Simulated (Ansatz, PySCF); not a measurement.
Complex: CH3Cl (SMILES CCl) (first 5 atoms) with C2H6 (SMILES CC); geometry from B3LYP-D3(BJ)/def2-TZVP, rigid monomers moved along the line of their centres of mass till H4···H8 is 3.38 Å.
(charge 0, multiplicity 1):
| atom | x (Å) | y (Å) | z (Å) |
|---|---|---|---|
| C | -0.6717 | -0.9111 | 0.8401 |
| Cl | -0.8430 | 0.8742 | 0.7990 |
| H | -0.5880 | -1.2688 | -0.1815 |
| H | 0.2218 | -1.1551 | 1.4063 |
| H | -1.5509 | -1.3272 | 1.3220 |
| C | 0.9793 | 0.2494 | 5.3008 |
| C | -0.3709 | -0.4484 | 5.4359 |
| H | 1.3015 | 0.2941 | 4.2591 |
| H | 1.7541 | -0.2675 | 5.8707 |
| H | 0.9296 | 1.2768 | 5.6659 |
| H | -1.1358 | 0.0615 | 4.8480 |
| H | -0.7061 | -0.4671 | 6.4748 |
| H | -0.3208 | -1.4837 | 5.0911 |

Interaction energies are E(AB) − E(A) − E(B) at the monomers' geometry in the complex; basis-set methods are counterpoise corrected.

Cores are frozen in the correlated methods.

Codes used: Ansatz (a first-principles code); PySCF for the dispersion terms. 

PBE/def2-TZVPPD gives -1.1 kJ/mol for the interaction energy.

### Question
Where do these levels fall relative to PBE: PBE-D3(BJ)/def2-TZVPPD, r2SCAN/def2-TZVPPD, PBE0/def2-TZVPPD, wB97M-V/def2-TZVPPD, MP2/aug-cc-pV(D+d)Z, CCSD(T)/aug-cc-pV(D+d)Z.

### Answer
PBE-D3(BJ)/def2-TZVPPD -2.1; r2SCAN/def2-TZVPPD 0.1; PBE0/def2-TZVPPD 0.3; wB97M-V/def2-TZVPPD -1.3; MP2/aug-cc-pV(D+d)Z -1.3; CCSD(T)/aug-cc-pV(D+d)Z -1.2 kJ/mol. 2 of 6 lie above PBE; the widest gap is to PBE-D3(BJ)/def2-TZVPPD.
